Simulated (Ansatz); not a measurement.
Input file for Ansatz (a program for electronic structure): R-CCSD(T)/def2-TZVPP on CH3BrSn (SMILES [CH3][Sn][Br]), a point of a torsion scan. Elements past Kr take the def2 small-core potentials; no spin–orbit coupling. The run froze 24 orbitals, filled d shells among them.

Ansatz 0.2 input:
```yaml
crystal:
  periodic: [false, false, false]
  atoms:
    - {symbol: C, position_ang: [-0.72932484, 0.00004164, 0.01076968]}
    - {symbol: Sn, position_ang: [1.11516183, 1.31431156, -0.07482792]}
    - {symbol: Br, position_ang: [2.52163077, -0.18121600, 1.39753170]}
    - {symbol: H, position_ang: [-0.88592161, -0.41114990, 1.01107018]}
    - {symbol: H, position_ang: [-1.64564400, 0.51789374, -0.28040855]}
    - {symbol: H, position_ang: [-0.61619514, -0.85336861, -0.66493623]}
basis:
  gaussian:
    orbitals: def2-TZVPP
magnetization: {spin_polarized: false}
correlation: {method: ccsd_t, electrons: outside_noble_gas}
scf: {lower_state_search: off}
```

Q: Predict the final total energy.

A: -2825.9282 hartree (reference determinant -2825.4507, T1 diagnostic 0.012).

Q: How many basis functions does it have, and what does it roughly cost on one machine?

A: 171 functions; very roughly 18 core-seconds.
